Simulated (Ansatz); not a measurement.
`[SiH3][SiH2]I` + H₂Se → `[SiH3][SiH2][SeH]` + HI at 500 K and 1 bar (ligand exchange at the Si–I bond).

Isolated molecules relaxed with PBE0-D4/def2-TZVP in Ansatz; ΔE leaves out vibrations. CBS: MP2 limit from def2 TZ/QZ plus the TZ coupled-cluster correction, frozen cores. def2 core potentials past Kr. For I, Se outer-core shells are correlated without core-valence functions, which leaves a few kJ/mol of doubt a bond. Scalar relativity is left out up to krypton. One conformer a species, not always the lowest.

```csv
species,CCSD(T)/CBS energy (Eh),H − E (kJ/mol),S (J/(mol·K))
`[SiH3][SiH2]I`,-878.63094,151.8,398.3
H₂Se,-2401.89790,53.1,237.8
`[SiH3][SiH2][SeH]`,-2982.48284,176.0,411.1
HI,-298.03592,28.6,221.6
```

H − E and S are ideal-gas, rigid-rotor, harmonic terms from PBE0-D4/def2-TZVP, for one conformer and one mirror image of each species. 1 Eh = 2625.50 kJ/mol, R = 8.31446 J/(mol·K).

Q: By hand: ΔE, ΔH, ΔS and ΔG.

A: ΔE = (-2982.48284) + (-298.03592) − (-878.63094) − (-2401.89790) = 0.01008 Eh = 26.5 kJ/mol. Δ(H − E) = 176.0 + 28.6 − 151.8 − 53.1 = -0.3, so ΔH = 26.2 kJ/mol. ΔS = 411.1 + 221.6 − 398.3 − 237.8 = -3.4 J/(mol·K). ΔG = 26.2 − 500 × (-3.4)/1000 = 27.9 kJ/mol.

Q: By hand: the equilibrium constant, and the temperature at which ΔG would vanish if ΔH and ΔS stayed fixed.

A: log₁₀ K = −ΔG/(RT ln 10) = -2.9. ΔH and −TΔS have one sign here, so there is no such temperature. One of them is within its doubt of zero, so this could turn.

The number of gas molecules stays the same, so ΔS is small and ΔH decides. A doubt of 5 kJ/mol in ΔE shifts log₁₀ K by 0.5 here. Other conformers and mirror images would add mixing entropy, several J/(mol·K) or more a flexible species. These are equilibria of isolated gas molecules and say nothing of rates. Largest T1 diagnostic: 0.011 (customary marks: 0.02 for closed shells, 0.045 for open ones).
